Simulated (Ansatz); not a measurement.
Start from `N[B]([SiH3])[SbH2]` and change one atom or group to get `BB(N)[SiH3]`.

Ansatz, PBE0-D4/def2-TZVP geometries, multiplicity 1. Each molecule was computed in one conformer, which needn't be the lowest.

Elements past krypton have def2 core potentials.

```
                                      property  `N[B]([SiH3])[SbH2]`
         HOMO energy (ωB97M-V/def2-TZVPP) / eV                 -8.67
           HOMO–LUMO gap (PBE/def2-TZVPP) / eV                  3.86
            LUMO energy (PBE0/def2-TZVPP) / eV                 -0.93
            HOMO energy (PBE0/def2-TZVPP) / eV                 -6.66
           LUMO energy (B3LYP/def2-TZVPP) / eV                 -1.09
size of the dipole moment (PBE/def2-TZVPP) / D                  2.63
```

Q: Give the same properties after the change, and the shifts. (Estimate.)

A: The calculation gave: 
```csv
property,`BB(N)[SiH3]`,shift
HOMO energy (ωB97M-V/def2-TZVPP) / eV,-9.39,-0.72
HOMO–LUMO gap (PBE/def2-TZVPP) / eV,3.47,-0.39
LUMO energy (PBE0/def2-TZVPP) / eV,-1.72,-0.79
HOMO energy (PBE0/def2-TZVPP) / eV,-7.27,-0.61
LUMO energy (B3LYP/def2-TZVPP) / eV,-1.92,-0.83
size of the dipole moment (PBE/def2-TZVPP) / D,2.55,-0.08
```

With PBE0 the HOMO falls by 0.61 eV and the LUMO falls by 0.79 eV, so the gap narrows by about 0.18 eV. PBE moves the HOMO by -0.44 eV and ωB97M-V by -0.72 eV. Dipoles are sizes alone; their direction can turn.

B3LYP here is the variant with VWN-RPA as its local correlation; programs differ in this.

Spin–orbit coupling is left out; it splits and shifts lone-pair levels of the heavy atoms by tenths of an eV.
